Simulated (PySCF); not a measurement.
Compound: Si(iPr)H3, C3H10Si.
Z-matrix (Å and degrees, PBE0-D3(BJ)/def2-SVP geometry), rows numbered from 1:
```
Si
C   1  1.8955
C   2  1.5286  1  111.10
C   2  1.5279  1  111.40  3  -125.48
H   2  1.1063  1  105.37  3   117.12
H   3  1.1011  2  112.15  1    57.17
H   3  1.1029  2  111.25  1   -63.30
H   3  1.1031  2  111.00  1   177.57
H   4  1.1030  2  111.00  1  -177.48
H   4  1.1012  2  112.16  1   -57.16
H   4  1.1028  2  111.20  1    63.30
H   1  1.4968  2  110.59  3   -56.33
H   1  1.4977  2  110.88  3  -176.88
H   1  1.4982  2  110.03  3    63.36
```

The closed-shell ground state was solved at several levels (PySCF, density fitting, gas phase, non-relativistic).

| level | basis functions | total energy (Eh) | HOMO (eV) | LUMO (eV) | gap (eV) | dipole (D) |
| --- | --- | --- | --- | --- | --- | --- |
| PBE0/pcSseg-1 | 125 | -409.5221 | -8.17 | 0.87 | 9.04 | 0.84 |
| wB97X-D/def2-SVPD | 164 | -409.6162 | -9.98 | 2.09 | 12.07 | 0.84 |

Question: Estimate the row for B3LYP/pcSseg-1, a basis of 125 functions; the other rows only guide the guess.

Answer: Total energy -409.8315 Eh, HOMO -7.98 eV, LUMO 0.64 eV, gap 8.62 eV, dipole 0.82 D.

Question: Over all these levels, which gives the widest orbital gap and which the narrowest?

Answer: wB97X-D/def2-SVPD (range-separated hybrid) has the widest, 12.07 eV, and B3LYP/pcSseg-1 (global hybrid, 20 % exact exchange) the narrowest, 8.62 eV. Functional and basis both differ between the two, so the spread mixes both effects.

Question: How far do the dipole and the HOMO energy spread over the levels?

Answer: The dipole runs from 0.82 to 0.84 D (mean 0.83 D) and the HOMO from -9.98 to -7.98 eV.

The pairwise dispersion term of wB97X-D wasn't added to the energies; at a given geometry it leaves orbitals and properties as they are.
